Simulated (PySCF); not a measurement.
A parent and its derivatives

Computed, not measured: TDDFT CAM-B3LYP/def2-SVPD, vertical, gas phase, core orbitals frozen in the response (PySCF). Geometries: GFN2-xTB; one conformer of each isolated species. Triplets are in the Tamm–Dancoff approximation. 'Strongest' means the level of largest summed f among the lowest 8 singlets; it needn't be the same kind of state in each.

Parent: `c1cscc1/P=C(\F)C`, with lowest singlet excitation energy 4.55 eV, oscillator strength of the strongest level 0.21, lowest triplet energy 2.53 eV, mean static polarisability 116.7 au. Its spectrum: 4.55 eV (f 0.208); 5.23 eV (f 0.056); 5.29 eV (f 0.038); 5.58 eV (f 0.107); 5.99 eV (f 0.045).

Question: Order the derivatives by their lowest singlet excitation, lowest first, with the shift from the parent.
A. 3-thienyl replaced by CH2SCH3: `CSC/P=C(\C)F`
B. 3-thienyl replaced by allyl: `C=CC/P=C(/C)F`
C. 3-thienyl replaced by C2H4OCH3: `COCC/P=C(\C)F`
D. CH3 replaced by SiH3: `F/C([SiH3])=P\c1ccsc1`
E. 3-thienyl replaced by CH2OCH3: `COC/P=C(\C)F`

Answer: A (shift -0.36 eV), D (shift -0.26 eV), E (shift -0.13 eV), B (shift +0.27 eV), C (shift +0.49 eV).

```csv
change,SMILES,Δ S1 (eV),Δ f (strongest),Δ T1 (eV),Δ α (au)
3-thienyl replaced by CH2OCH3,COC/P=C(\C)F,-0.13,+0.02,0.00,-34.8
3-thienyl replaced by allyl,C=CC/P=C(/C)F,+0.27,+0.01,+0.12,-27.7
3-thienyl replaced by CH2SCH3,CSC/P=C(\C)F,-0.36,-0.02,-0.06,-19.7
CH3 replaced by SiH3,F/C([SiH3])=P\c1ccsc1,-0.26,-0.02,+0.07,+14.2
3-thienyl replaced by C2H4OCH3,COCC/P=C(\C)F,+0.49,+0.02,+0.05,-23.9
```

S1 falls most with 3-thienyl replaced by CH2SCH3 (-0.36 eV), and it rises most with 3-thienyl replaced by C2H4OCH3 (+0.49 eV). S1 is simply the lowest singlet of each species and needn't be the same kind of state throughout. Over these 5 changes the shifts of S1 and of the HOMO–LUMO gap correlate with r = 0.84.

Lowest levels of each derivative:
- `COC/P=C(\C)F`: 4.43 eV (f 0.006); 5.09 eV (f 0.228); 5.90 eV (f 0.005)
- `C=CC/P=C(/C)F`: 4.83 eV (f 0.016); 5.26 eV (f 0.215); 5.90 eV (f 0.019)
- `CSC/P=C(\C)F`: 4.19 eV (f 0.010); 5.01 eV (f 0.190); 5.24 eV (f 0.006)
- `F/C([SiH3])=P\c1ccsc1`: 4.29 eV (f 0.003); 5.13 eV (f 0.186); 5.19 eV (f 0.115)
- `COCC/P=C(\C)F`: 5.04 eV (f 0.025); 5.20 eV (f 0.230); 6.14 eV (f 0.002)
